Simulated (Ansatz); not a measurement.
`O[SiH2][SiH2][SnH3]`, relaxed with RKS PBE-D4/def2-SVP in Ansatz 0.2.0 from a rough embedded geometry. The force threshold is 0.03 eV/Å; the program also tests the step.

The species carries charge 0 and has multiplicity 1. Sn takes the def2 core potential.

Start:

```xyz
12

O     0.531    1.557    1.774
Si    1.367    1.159    0.384
Si    0.734   -0.883   -0.196
Sn   -1.745   -0.912   -0.673
H    -0.430    1.649    1.554
H     2.825    1.194    0.619
H     1.038    2.106   -0.721
H     1.089   -1.833    0.796
H     1.476   -1.274   -1.479
H    -2.123    0.207   -1.875
H    -2.525   -0.442    0.891
H    -2.235   -2.529   -1.074
```

| step | energy (eV) | largest force (eV/Å) | largest move (Å) |
| --- | --- | --- | --- |
| 1 | -23746.6963 | 2.144 | 0.000 |
| 2 | -23746.9843 | 0.761 | 0.191 |
| 3 | -23747.0437 | 0.279 | 0.065 |
| 4 | -23747.0545 | 0.189 | 0.114 |
| 5 (rejected) | -23747.0520 | 0.133 | 0.100 |
| 6 | -23747.0584 | 0.025 | 0.050 |
| 7 | -23747.0600 | 0.055 | 0.061 |
| 8 | -23747.0612 | 0.089 | 0.070 |
| 9 | -23747.0622 | 0.096 | 0.089 |
| 10 | -23747.0635 | 0.073 | 0.029 |
| 11 | -23747.0649 | 0.050 | 0.045 |
| 12 | -23747.0657 | 0.099 | 0.075 |
| 13 | -23747.0668 | 0.098 | 0.065 |
| 14 | -23747.0676 | 0.063 | 0.047 |
| 15 | -23747.0684 | 0.058 | 0.057 |
| 16 | -23747.0691 | 0.048 | 0.046 |
| 17 | -23747.0696 | 0.039 | 0.036 |
| 18 | -23747.0699 | 0.020 | 0.046 |
| 19 | -23747.0701 | 0.017 | 0.052 |

End:

```xyz
12

O     0.356    1.502    1.779
Si    1.382    1.205    0.473
Si    0.861   -0.911   -0.429
Sn   -1.720   -0.901   -0.630
H    -0.586    1.323    1.599
H     2.778    1.283    1.020
H     1.233    2.229   -0.630
H     1.258   -2.020    0.510
H     1.483   -1.170   -1.777
H    -2.251   -0.255   -2.141
H    -2.339    0.159    0.607
H    -2.457   -2.443   -0.381
```

Hardware: 4 threads of a server CPU on a shared host. Wall time 14 s, peak host memory 0.19 GiB.
